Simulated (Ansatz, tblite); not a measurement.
Cost and result up the ladder for the cluster Zr₃O₅ (the lowest singlet isomer of a short search) (8 atoms). Charge 0, multiplicity 1. Geometry: PBE0-D4/def2-SVP.

```tsv
atom	x (Å)	y (Å)	z (Å)
Zr1	-0.4255	1.5519	-0.7488
Zr2	-0.9224	-1.2072	0.9176
Zr3	1.6293	-0.7621	-0.7759
O4	0.8759	0.4458	-1.9701
O5	0.4135	-2.1213	-0.4197
O6	-0.2853	-1.2136	2.5578
O7	0.4390	2.8084	0.1286
O8	-1.7243	0.4980	0.3104
```

Ansatz on 4 threads of Intel Xeon on a shared host; xTB runs through tblite on one thread. Times are rough, summed over both states, and most runs start from the orbitals of an earlier one. PBE0-D4/def2-TZVP serves as the yardstick here, not as an exact answer. The other state is a quintet at its own geometry.

In the def2 sets Zr takes a core potential; there is no spin–orbit coupling. The xTB rows come from tblite. HOMO above LUMO, or a gap near zero within one spin, warns that the state may not be the lowest or that an electron is smeared out. The structure comes from a short search, and lower isomers may exist.

Run but left out: HF/def2-TZVP, MP2/def2-TZVP (singlet: restricted singlet, unstable towards broken spin symmetry); BHLYP-D4/def2-TZVP (singlet: restricted singlet, unstable in another Hartree–Fock run and untested here).

xTB has no spin-polarisation term.

```tsv
level	functions	wall time	quintet − singlet (eV)	difference from PBE0-D4/def2-TZVP (eV)	remarks
GFN2-xTB	47	0.093 s	5.03	2.00	–
GFN1-xTB	47	0.15 s	4.89	1.86	–
LDA (SPW92)/def2-TZVP (with forces)	275	22 s	4.33	1.30	gap within one spin near zero (quintet)
PBE-D4/def2-TZVP	275	38 s	3.64	0.61	gap within one spin near zero (quintet)
r2SCAN-D4/def2-TZVP (with forces)	275	92 s	3.01	-0.02	–
PBE0-D4/def2-TZVP	275	98 s	3.03	0.00	–
```
